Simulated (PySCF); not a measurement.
# Sr: excitation energy

Sr [Kr] 5s2 (1S) → Sr [Kr] 5p2 (3P), as a difference of total energies. Calculation: PySCF 2.14, in dyall-av2z (22s16p11d, 125 functions); no relativity, point nucleus. Correlated levels: valence: [Kr] frozen; virtual orbitals above 40 to 60 times the deepest correlated orbital energy dropped. The calculations carry no spin-orbit coupling.

| method | excitation energy (eV) |
| --- | --- |
| UHF | 3.684 |
| MP2 (valence) | 4.058 |
| SCS-MP2 (valence) | 4.229 |
| CCSD (valence) | 3.935 |

Task: How much does correlation contribute at MP2 (valence)?

Result: 4.058 − (3.684) = 0.374 eV, measured against UHF.

These non-relativistic numbers lack the scalar-relativistic shift.

Errors of the correlated levels include the incompleteness of this basis and the frozen core.

With two correlated electrons CCSD is exact in that space.

The coupled-cluster amplitudes are large for the upper state (T1 above 0.03 or a double amplitude above 0.15), so a single reference is strained.

For comparison: 4.405 eV (measured; NIST levels, between the centres of gravity of the two terms).
